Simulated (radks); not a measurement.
Numerical settings for the ruthenium ion Ru3+, [Kr] 4d5. All-electron calculation, scalar-relativistic Kohn-Sham, r2SCAN, spin-unpolarised, spherical densities, finite nucleus; meta-GGA in the generalised Kohn-Sham scheme; Fermi nuclear charge, rms radius 4.4809 fm. Program: a radial shooting solver on a logarithmic mesh with Libxc functionals. The defaults (mesh step 0.008 in ln r, mesh end at 40 bohr or more with all orbitals vanishing there, Anderson mixing 0.5 over 9 steps, residual threshold near 1e-9 with the energy settled to 1e-9 hartree or 1e-11 of itself, here a cap of 52 iterations) give E = -4529.247 hartree and 4d at -37.301 eV in 12 iterations. Run on one thread of a shared host, so times are rough (Intel(R) Xeon(R) Platinum 8488C): 0.09 s of CPU time, 0.09 s wall, 12 iterations on 2189 mesh points. Changes against that run (0 stands for a change within the tolerance of the run):

setting                    iterations  converged  E (mhartree)  e(4d) (meV)  CPU (s)
mesh step in ln r 0.2               4         no      diverged            -     0.01
mesh step in ln r 0.08              2         no      diverged            -     0.01
mesh step in ln r 0.012            10        yes             0      +0.0199     0.05
mesh end (bohr) 20                 12        yes             0            0     0.09
mesh end (bohr) 12                 12        yes             0            0     0.09
residual threshold 1e-13           48        yes             0            0      0.2
residual threshold 1e-05           10        yes             0      +0.0382     0.08
mixing 0.01                        17        yes             0      +0.0169     0.12
linear mixing, mixing 0.8          42         no      diverged            -     0.23
linear mixing, mixing 0.2          52         no      +0.00247      -0.0903     0.31
mixing history 2                   14        yes             0     -0.00881      0.1
iteration cap 5                     5         no       -0.0863        -58.6     0.04

No run marked as converged misses the energy by more than 1 mhartree. A mesh that ends early acts as a hard wall.
